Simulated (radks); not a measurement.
Values are calculated unless marked as measured or tabulated.
Task: Excited configurations of Ga XVIII: one electron is placed in a higher orbital outside [Ne] 3s2 3p1. The ground configuration is [Ne] 3s2 3p2. Level of theory: Dirac Kohn-Sham, PBEsol, spin-unpolarised, spherical densities, finite nucleus; open shells are shared between the two j in proportion to 2j + 1; Fermi nuclear charge, rms radius 3.9973 fm (a radial shooting solver on a logarithmic mesh with Libxc functionals). Excitation = E - E(ground); binding = E(ion) - E, where the ion is the core of charge +18; n* = 18/sqrt(2 binding) in atomic units. These energies are relativistic, and a one-electron ion of charge +18 with no core already has n* below n in this formula (Dirac formula, point nucleus, mean over j: 4d 3.998, 4f 3.999, 5s 4.993, 5f 4.999, 6s 5.992, 6p 5.995, 6d 5.998, 7s 6.992, 7f 6.998). The quantum defect is therefore taken as that value minus n*, so that it holds no relativistic shift of the bare ion. Eigenvalue and <r> are those of j = l + 1/2.

outer orbital  excitation (eV)  binding (eV)     n*  quantum defect  eigenvalue (eV)  <r> (bohr)
4d                      332.69        302.38  3.818           0.180          -292.22       1.052
4f                      350.01        285.06  3.932           0.067          -273.35      0.9446
5s                      422.55        212.51  4.554           0.438          -207.02       1.737
5f                      452.75        182.31  4.917           0.082          -176.57       1.684
6s                      491.99        143.08  5.551           0.442          -139.59       2.577
6p                      497.26        137.81  5.656           0.339          -134.17       2.625
6d                      504.23        130.84  5.804           0.193          -127.37       2.651
7s                      532.17        102.90  6.545           0.447          -100.45       3.581

Estimate the row for 7f.

Result: excitation (eV) 542.37; binding (eV) 92.695; n* 6.896; quantum defect 0.102; eigenvalue (eV) -90.191; <r> (bohr) 3.641. The Delta-SCF ionisation energy is 635.07 eV (NIST Atomic Spectra Database: 640 eV, semi-empirical). Self-interaction in the functional shifts the binding energies and quantum defects, so they are the method's values and not measured ones. Spin polarisation and multiplet splitting are left out, so open shells lie too high by an amount that depends on their filling. Sharing an open shell by 2j + 1 raises it above the true ground level by a part of the spin-orbit splitting, which enters the differences from NIST.

Beside tabulated values, note that spin-unpolarised runs miss the spin-polarisation part of the exchange energy of open shells.
